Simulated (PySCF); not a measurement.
PySCF input file for TiCl2O, SMILES [O]=[Ti]([Cl])[Cl], multiplicity 1, TDA-ωB97X/def2-SVPD. Geometry: ωB97X-D3(BJ)/def2-SVP. The multiplicity is an assumed one; other spin states were not compared. The isomer is the one that the SMILES or the coordinates give; other isomers of the formula were not compared.

```python
import numpy as np
from pyscf import gto, scf, dft, tdscf

mol = gto.M(
    atom='''
    Ti    0.00000000    0.00000000    0.30652637
    Cl   -0.00000000    2.00249753   -0.63801519
    Cl   -0.00000000   -2.00249754   -0.63801519
    O    -0.00000000    0.00000000    1.86861704
    ''',
    basis='def2-SVPD',
    charge=0,
    spin=0,
    symmetry=True,
    max_memory=1600,
    verbose=4,
)
mf = dft.RKS(mol, xc='wb97x').density_fit(auxbasis='def2-universal-jkfit')
mf.grids.level = 3
mf.conv_tol = 1e-9
mf.max_cycle = 100
mf.kernel()
mf.grids = dft.Grids(mol).set(level=1).build(with_non0tab=True)  # coarser grid for the response kernel
td = tdscf.TDA(mf)
td.singlet = True
td.nstates = 10
td.conv_tol = 1e-4
td.positive_eig_threshold = 1e-6
td.kernel(x0=td.get_init_guess(mf, 15))
td.analyze()
tt = tdscf.TDA(mf)
tt.singlet = False
tt.nstates = 4
tt.conv_tol = 1e-4
tt.positive_eig_threshold = 1e-6
tt.kernel(x0=tt.get_init_guess(mf, 9))
tt.analyze(verbose=3)
```

It prints:

```
PySCF version 2.14.0

[INPUT] verbose = 4
[INPUT] num. atoms = 4
[INPUT] num. electrons = 64
[INPUT] charge = 0
[INPUT] spin (= nelec alpha-beta = 2S) = 0
[INPUT] symmetry True subgroup None
[INPUT] Mole.unit = angstrom
[INPUT] Symbol           X                Y                Z      unit          X                Y                Z       unit  Magmom
[INPUT]  1 Ti     0.000000000000   0.000000000000   0.306526370000 AA    0.000000000000   0.000000000000   0.579250889257 Bohr   0.0
[INPUT]  2 Cl     0.000000000000   2.002497530000  -0.638015190000 AA    0.000000000000   3.784171896818  -1.205673972412 Bohr   0.0
[INPUT]  3 Cl     0.000000000000  -2.002497540000  -0.638015190000 AA    0.000000000000  -3.784171915715  -1.205673972412 Bohr   0.0
[INPUT]  4 O      0.000000000000   0.000000000000   1.868617040000 AA    0.000000000000   0.000000000000   3.531174437295 Bohr   0.0

nuclear repulsion = 321.447174970256
point group symmetry = C2v
symmetry origin: [ 0.00000000e+00 -5.01958497e-09  0.00000000e+00]
symmetry axis x: [-1. -0. -0.]
symmetry axis y: [0.00000000e+00 1.00000000e+00 1.17258366e-09]
symmetry axis z: [ 0.00000000e+00 -1.17258366e-09  1.00000000e+00]
num. orbitals of irrep A1 = 45
num. orbitals of irrep A2 = 13
num. orbitals of irrep B1 = 21
num. orbitals of irrep B2 = 32
number of shells = 43
number of NR pGTOs = 199
number of NR cGTOs = 111
basis = def2-SVPD
ecp = {}


[settings echo left out]
init E= -1844.57946545186
HOMO (B2) = -0.459114627668411  LUMO (A1) = -0.144579184912373  gap/eV = 8.55895
cycle= 1 E= -1844.29004268277  delta_E= 0.289  |g|=  1.4  |ddm|= 2.76
HOMO (B2) = -0.394655276508366  LUMO (A2) = -0.374056888311346  gap/eV = 0.56051
cycle= 2 E= -1835.18648109541  delta_E=  9.1  |g|= 7.04  |ddm|= 3.94
HOMO (B2) = -0.376963819128669  LUMO (A1) = -0.13492767240371  gap/eV = 6.58614
cycle= 3 E= -1844.59562643202  delta_E= -9.41  |g|= 1.09  |ddm|= 2.95
HOMO (B2) = -0.429810754453364  LUMO (A1) = -0.131758322410295  gap/eV = 8.11042
cycle= 4 E= -1844.77283565968  delta_E= -0.177  |g|= 0.364  |ddm|= 0.426
HOMO (B2) = -0.434782905270805  LUMO (A1) = -0.0793107098358021  gap/eV = 9.67289
cycle= 5 E= -1844.79290889541  delta_E= -0.0201  |g|= 0.209  |ddm|= 0.218
HOMO (B2) = -0.431867251558943  LUMO (A1) = -0.0686429445685359  gap/eV = 9.88384
cycle= 6 E= -1844.80084368163  delta_E= -0.00793  |g|= 0.0259  |ddm|= 0.109
HOMO (B2) = -0.434772016229364  LUMO (A1) = -0.0702165608281837  gap/eV = 9.92006
cycle= 7 E= -1844.80100448409  delta_E= -0.000161  |g|= 0.00338  |ddm|= 0.0268
HOMO (B2) = -0.434580235342039  LUMO (A1) = -0.0696115348805786  gap/eV = 9.93130
cycle= 8 E= -1844.80101984502  delta_E= -1.54e-05  |g|= 0.00176  |ddm|= 0.013
HOMO (B2) = -0.434710543420546  LUMO (A1) = -0.0697794006636538  gap/eV = 9.93028
cycle= 9 E= -1844.80102202432  delta_E= -2.18e-06  |g|= 0.000477  |ddm|= 0.0044
HOMO (B2) = -0.434682484559546  LUMO (A1) = -0.0697518632890479  gap/eV = 9.93027
cycle= 10 E= -1844.80102227021  delta_E= -2.46e-07  |g|= 0.000195  |ddm|= 0.00135
HOMO (B2) = -0.434685807067591  LUMO (A1) = -0.0697867370799621  gap/eV = 9.92941
cycle= 11 E= -1844.80102231478  delta_E= -4.46e-08  |g|= 5.63e-05  |ddm|= 0.000594
HOMO (B2) = -0.434685398801573  LUMO (A1) = -0.0697901231922047  gap/eV = 9.92931
cycle= 12 E= -1844.80102231906  delta_E= -4.28e-09  |g|= 2.06e-05  |ddm|= 0.000179
HOMO (B2) = -0.434684260388241  LUMO (A1) = -0.0697903214600148  gap/eV = 9.92927
cycle= 13 E= -1844.80102231985  delta_E= -7.87e-10  |g|= 5.98e-06  |ddm|= 9.86e-05
HOMO (B2) = -0.434684220157445  LUMO (A1) = -0.0697921523201921  gap/eV = 9.92922
Extra cycle  E= -1844.80102231988  delta_E= -3.55e-11  |g|= 4.74e-06  |ddm|= 1.4e-05
converged SCF energy = -1844.80102231988
tot grids = 25264
Overwritten attributes  positive_eig_threshold  of <class 'pyscf.tdscf.rks.TDA'>


******** <class 'pyscf.tdscf.rks.TDA'> for <class 'pyscf.df.df_jk.DFSymAdaptedRKS'> ********
nstates = 10 singlet
deg_eia_thresh = 1.000e-03
wfnsym = None
conv_tol = 0.0001
eigh lindep = 1e-12
eigh level_shift = 0
eigh max_cycle = 100


Excitation energies (eV)
[4.18375926 4.30533698 4.51309976 4.59387116 4.82948225 4.89597439
 4.94164566 5.08167191 5.1674034  5.37527449]

** Singlet excitation energies and oscillator strengths **
Excited State   1:   B2      4.18376 eV    296.35 nm  f=0.0007
      24 -> 33       -0.16922
      28 -> 33        0.19399
      32 -> 33        0.65144
Excited State   2:   B1      4.30534 eV    287.98 nm  f=0.0001
      24 -> 34        0.12168
      28 -> 34       -0.12784
      32 -> 34       -0.67823
Excited State   3:   A1      4.51310 eV    274.72 nm  f=0.0022
      25 -> 33       -0.24962
      31 -> 33        0.64276
Excited State   4:   A2      4.59387 eV    269.89 nm  f=0.0000
      25 -> 34       -0.18641
      31 -> 34        0.66540
      32 -> 35       -0.11589
Excited State   5:   B1      4.82948 eV    256.72 nm  f=0.0270
      26 -> 33       -0.11596
      28 -> 34       -0.12007
      30 -> 33       -0.68004
Excited State   6:   A2      4.89597 eV    253.24 nm  f=0.0000
      29 -> 33        0.70089
Excited State   7:   B2      4.94165 eV    250.90 nm  f=0.0001
      24 -> 33        0.10688
      28 -> 33       -0.57255
      30 -> 34        0.33648
      32 -> 33        0.18527
Excited State   8:   B1      5.08167 eV    243.98 nm  f=0.0089
      24 -> 34        0.12778
      26 -> 33       -0.25748
      28 -> 34       -0.59809
      30 -> 33        0.16234
      32 -> 34        0.13725
Excited State   9:   B1      5.16740 eV    239.94 nm  f=0.0067
      26 -> 33       -0.63024
      28 -> 34        0.28970
Excited State  10:   B2      5.37527 eV    230.66 nm  f=0.0470
      26 -> 34       -0.52773
      28 -> 33       -0.24877
      30 -> 34       -0.37422

** Transition electric dipole moments (AU) **
state          X           Y           Z        Dip. S.      Osc.
  1         0.0000      0.0837     -0.0000      0.0070      0.0007
  2         0.0275     -0.0000      0.0000      0.0008      0.0001
  3         0.0000     -0.0000      0.1395      0.0195      0.0022
  4         0.0000      0.0000     -0.0000      0.0000      0.0000
  5        -0.4774     -0.0000      0.0000      0.2279      0.0270
  6         0.0000      0.0000     -0.0000      0.0000      0.0000
  7        -0.0000      0.0337      0.0000      0.0011      0.0001
  8         0.2676      0.0000      0.0000      0.0716      0.0089
  9        -0.2303     -0.0000      0.0000      0.0531      0.0067
 10         0.0000      0.5976      0.0000      0.3571      0.0470

** Transition velocity dipole moments (imaginary part, AU) **
state          X           Y           Z        Dip. S.      Osc.
  1        -0.0000      0.0050     -0.0000      0.0000      0.0001
  2        -0.0005     -0.0000      0.0000      0.0000      0.0000
  3         0.0000     -0.0000     -0.0296      0.0009      0.0035
  4         0.0000      0.0000     -0.0000      0.0000      0.0000
  5        -0.0104      0.0000      0.0000      0.0001      0.0004
  6         0.0000      0.0000     -0.0000      0.0000      0.0000
  7        -0.0000     -0.0104      0.0000      0.0001      0.0004
  8        -0.0017     -0.0000     -0.0000      0.0000      0.0000
  9         0.0026      0.0000     -0.0000      0.0000      0.0000
 10        -0.0000      0.0467      0.0000      0.0022      0.0074

** Transition magnetic dipole moments (imaginary part, AU) **
state          X           Y           Z
  1        -0.4075      0.0000     -0.0000
  2         0.0000     -0.4990     -0.0000
  3        -0.0000     -0.0000      0.0000
  4         0.0000      0.0000      0.0362
  5        -0.0000     -0.0274     -0.0000
  6        -0.0000      0.0000      1.1471
  7         0.1500     -0.0000      0.0000
  8         0.0000      1.0208     -0.0000
  9         0.0000      0.8534      0.0000
 10        -0.2886      0.0000     -0.0000


******** <class 'pyscf.tdscf.rks.TDA'> for <class 'pyscf.df.df_jk.DFSymAdaptedRKS'> ********
nstates = 4 triplet
deg_eia_thresh = 1.000e-03
wfnsym = None
conv_tol = 0.0001
eigh lindep = 1e-12
eigh level_shift = 0
eigh max_cycle = 100


Excitation energies (eV)
[4.11939488 4.20294623 4.26162074 4.40732965]

** Triplet excitation energies and oscillator strengths **
Excited State   1:   B2      4.11939 eV    300.98 nm  f=0.0000
Excited State   2:   B1      4.20295 eV    294.99 nm  f=0.0000
Excited State   3:   A1      4.26162 eV    290.93 nm  f=0.0000
Excited State   4:   A2      4.40733 eV    281.31 nm  f=0.0000
```

The calculation finished and met its thresholds.
